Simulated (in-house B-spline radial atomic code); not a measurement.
Cd²⁺. Computed with a B-spline radial atomic code. Model: non-relativistic spherical atom: semilocal Troullier-Martins pseudo-atom, one channel per l, against all electrons, high spin, G0W0 and RPA with empty states to l = 8, local potential for every l without a channel, a model core (radius 0 = none) keeps its share of the functional.

Without relativity these are model numbers for so heavy an element.

What the tables leave out is listed at the end.

The pseudopotential gives back the lowest level of each angular momentum of its own functional in the configuration it was made in; a second state of the same l is only approximately right. Exact exchange, RPA and GW see the smooth pseudo-orbitals and miss the exchange with the core, for which the functional's share stands in. The column with an uncorrelated core keeps all orbitals and exact exchange, and so separates missing core correlation from pseudisation. Only the three outermost levels and the lowest empty one were computed. RPA here is direct RPA, with no exchange kernel, and its energies carry an (l + 1/2)⁻⁴ tail. A hybrid on a potential with a model core restores only its own semilocal share of the core's exchange.

Command:
```bash
python run_psgw.py task.json out
```
Settings (lengths in bohr, energies in hartree):
```
Z                      48
electrons              46
configuration          [Kr] 4d10
generated_in           [Kr] 4d10 5s2
functional             pbe,pbe
core_shells            7
radius_factor          0.8
core_correction        False
```

Cost of the run: 18 s on 1 thread of Intel(R) Xeon(R) Platinum 8488C (Sapphire Rapids), on a shared host.

Given: made with PBE; model core radius 0 bohr; local radius 0.879 bohr; mean-field start PBE.

Valence shells of the generating configuration: 4p, 4d, 5s.

Channel: s 1.952, p 0.69, d 0.778 (radii in bohr).

Computed: largest level miss in the spin-unpolarised generating configuration 0.007 eV; valence RPA correlation energy all-electron orbitals -1.0084 hartree; valence RPA correlation energy pseudo -1.2766 hartree; all-electron RPA polarisability, core included 4.8537 bohr³.

```tsv
level	occupied	mean-field all-electron (eV)	mean-field pseudo minus all (eV)	G0W0 all-electron (eV)	G0W0 uncorrelated core minus all (eV)	G0W0 pseudo minus all (eV)	exchange self-energy all-electron (eV)	exchange self-energy pseudo (eV)
4d	1	-30.855	0.061	-38.348	0.107	1.01	-39.549	-32.565
5s (empty)	0	-20.287	-0.027	-16.371	-0.012	-1.221	-3.9912	-4.5686
```

Question: What is the pseudo-atom RPA polarisability?

Answer: 4.9263 bohr³.

Given: mean-field start PBE0.

Computed: valence RPA correlation energy all-electron orbitals -0.96148 hartree; valence RPA correlation energy pseudo -1.2255 hartree; all-electron RPA polarisability, core included 4.3181 bohr³.

```tsv
level	occupied	mean-field all-electron (eV)	mean-field pseudo minus all (eV)	G0W0 all-electron (eV)	G0W0 uncorrelated core minus all (eV)	G0W0 pseudo minus all (eV)	exchange self-energy all-electron (eV)	exchange self-energy pseudo (eV)
4d	1	-33.084	0.191	-38.476	0.111	0.837	-39.65	-32.66
5s (empty)	0	-18.901	-0.538	-16.229	-0.01	-1.257	-3.709	-4.7358
```

Question: What is the pseudo-atom RPA polarisability?

Answer: 4.4229 bohr³.

Given: mean-field start Hartree-Fock.

Computed: valence RPA correlation energy pseudo -1.0983 hartree; all-electron RPA polarisability, core included 3.3823 bohr³; pseudo-atom RPA polarisability 3.544 bohr³.

| level | occupied | mean-field all-electron (eV) | mean-field pseudo minus all (eV) | G0W0 all-electron (eV) | G0W0 uncorrelated core minus all (eV) | G0W0 pseudo minus all (eV) | exchange self-energy all-electron (eV) | exchange self-energy pseudo (eV) |
| --- | --- | --- | --- | --- | --- | --- | --- | --- |
| 4d | 1 | -38.677 | 0.592 | -38.744 | 0.117 | 0.521 | -39.721 | -32.769 |
| 5s (empty) | 0 | -14.734 | -1.783 | -15.882 | -0.004 | -1.411 | -2.7133 | -4.9812 |

Question: What is the valence RPA correlation energy all-electron orbitals?

Answer: -0.84887 hartree.

Among the listed levels the largest G0W0 shift of the pseudo-atom is -1.41 eV, for 5s (empty) on the Hartree-Fock start, while leaving the core uncorrelated moves that level by 0.00 eV. So pseudisation and the lost core exchange, not the missing core correlation, make the error. Not in the tables (levels of low weight, unsolved or above zero; the highest and the empty levels are kept at any weight): on PBE the G0W0 levels 4p (pseudo minus all +4.29 eV, weights 0.26 and 0.01); on PBE0 the G0W0 levels 4p (pseudo minus all -22.23 eV, weights 0.00 and 0.21); on Hartree-Fock the G0W0 levels 4p (pseudo minus all +4.47 eV, weights 0.39 and 0.52).
